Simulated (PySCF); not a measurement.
# Correlation energy of Re⁻ (rhenium, charge -1)

[Xe] 4f14 5d6 6s2, high-spin 5D determinant. Computed with PySCF 2.14 in def2-TZVPPD with the def2 core potential (60 electrons) (6s5p3d2f1g, 59 functions), with scalar relativity through the core potential. Frozen: 5s2 5p6; 8 electrons correlated.

```json
{"level": "CCSD", "correlation energy (mhartree)": "-185.17"}
{"level": "(T)", "correlation energy (mhartree)": "-11.15"}
{"level": "CCSD(T)", "correlation energy (mhartree)": "-196.32"}
```

Diagnostics: T1 = 0.028, D1 = 0.0986, largest double amplitude 0.061.

Q: Is a single reference adequate?

A: Yes, within this model without spin-orbit coupling: T1 lies below 0.03 and no double amplitude reaches 0.07.
